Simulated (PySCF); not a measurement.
## ECD: SMILES C=C[C@H]1C(C)=C[C@@H]1C, C8H12

Cartesian coordinates in Å; atom numbers follow the order of the lines, from 1:
```xyz
20

C     2.811   -0.204   -0.288
C     1.600    0.070   -0.740
C     0.344   -0.197    0.008
C    -0.583    0.998    0.166
C    -0.341    2.286    0.858
C    -1.573    0.450   -0.533
C    -0.830   -0.832   -0.812
C    -1.428   -2.100   -0.228
H     2.964   -0.664    0.674
H     3.699    0.018   -0.855
H     1.468    0.540   -1.707
H     0.555   -0.725    0.940
H    -1.216    2.928    0.790
H    -0.107    2.112    1.909
H     0.512    2.795    0.411
H    -2.563    0.768   -0.808
H    -0.580   -0.986   -1.865
H    -2.331   -2.374   -0.769
H    -0.719   -2.923   -0.298
H    -1.686   -1.950    0.818
```

Level of theory: TDDFT BHandHLYP/def2-SVPD circular dichroism and optical rotation, one conformer, gas phase (PySCF). Geometry: GFN2-xTB.

The molecule is flexible and this is one conformer; a measurement averages over conformers. States above about 7.8 eV (minus the energy of the highest occupied orbital) lie near or above the ionisation threshold and depend on the basis.

Problem. Assign R or S to each stereocentre.

Solution. C3 R, C7 S.

Problem. List the lowest 12 singlet excitations with oscillator and rotatory strengths.

Solution. Rotatory strengths R in 10⁻⁴⁰ esu² cm², velocity form and length form (origin at the centre of mass); f in length form.
```tsv
state	E (eV)	λ (nm)	f	R (velocity)	R (length)	main
1	6.75	184	0.274	+113.4	+109.1	HOMO→LUMO 0.82, HOMO→LUMO+1 0.10
2	7.01	177	0.056	+39.7	+38.7	HOMO→LUMO+1 0.68, HOMO→LUMO 0.08
3	7.12	174	0.023	-22.7	-22.5	HOMO−1→LUMO 0.55, HOMO→LUMO+2 0.15
4	7.17	173	0.085	+8.8	+13.7	HOMO→LUMO+2 0.58, HOMO−1→LUMO 0.14
5	7.35	169	0.125	-25.1	-17.1	HOMO−1→LUMO+1 0.60, HOMO→LUMO+3 0.10
6	7.52	165	0.097	-78.5	-80.4	HOMO→LUMO+4 0.34, HOMO→LUMO+3 0.25
7	7.61	163	0.199	-31.5	-33.8	HOMO−1→LUMO+2 0.26, HOMO→LUMO+3 0.26
8	7.76	160	0.006	+17.3	+18.0	HOMO→LUMO+5 0.33, HOMO−1→LUMO+3 0.26
9	7.92	157	0.018	+8.4	+8.5	HOMO→LUMO+4 0.24, HOMO→LUMO+5 0.21
10	7.96	156	0.001	-8.6	-7.0	HOMO−2→LUMO 0.39, HOMO−2→LUMO+5 0.12
11	8.02	155	0.025	+11.6	+10.0	HOMO→LUMO+5 0.23, HOMO→LUMO+4 0.16
12	8.10	153	0.012	+15.5	+13.3	HOMO−1→LUMO+4 0.30, HOMO→LUMO+6 0.20
```

Among the states computed, the strongest CD band (largest |R|) is state 1. The largest dissymmetry factor in size, g = 4R/(D+G), with D and G the electric and magnetic dipole strengths, is -0.062 for state 10 (velocity form, f = 0.002), among bands with |R| over 0.5. The mirror image has the same energies and oscillator strengths and all R with the opposite sign.
